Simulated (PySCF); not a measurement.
# N²⁺ (nitrogen, charge +2): UHF calculation

Configuration: [He] 2s2 2p1, 2P determinant. Calculation: PySCF 2.14, in aug-cc-pwCVDZ (5s4p2d, 27 functions); no relativity, point nucleus.

```json
{
  "Total energy": "-52.809711 hartree",
  "One-electron energy": "-65.4601 hartree",
  "Hartree (Coulomb) energy": "18.3609 hartree",
  "Exchange energy": "-5.7105 hartree",
  "Kinetic energy": "52.78357 hartree",
  "⟨S²⟩": "0.7540",
  "⟨L²⟩": "2.010",
  "Sum of ⟨r⟩": "3.947 bohr",
  "Sum of ⟨r²⟩": "5.026 bohr²",
  "Traceless quadrupole moment −½Σ⟨3z² − r²⟩ along its main axis": "-0.634 e·bohr²",
  "Density at the nucleus (Gaussians lack the cusp)": "200 bohr⁻³",
  "Spin density at the nucleus": "-0.0398 bohr⁻³",
  "Langevin diamagnetic susceptibility": "-3.98 ×10⁻⁶ cm³/mol"
}
```

```tsv
shell	electrons	mean orbital energy (eV)	rms radius, mean of both spins (bohr)
1s α	1	-466.59	0.264
1s β	1	-465.40	0.264
2s α	1	-58.774	1.29
2s β	1	-54.154	1.29
2p α	1	-47.868	1.25
```

Spin-orbit constants ζ (cm⁻¹) from the X2C one-electron operator on these orbitals (non-relativistic here): bare nucleus, nucleus screened by l(l+1)(2l+1)/3 electrons, and screened by the Breit-Pauli mean field of the electrons.

| shell | bare | screened nucleus | mean field |
| --- | --- | --- | --- |
| 2p | 178.4 | 127.5 | 106.7 |

To first order the Landé constant is A = 106.7 cm⁻¹, so the lowest level has J = 1/2 and lies 0.0132 eV below the centre of the term.
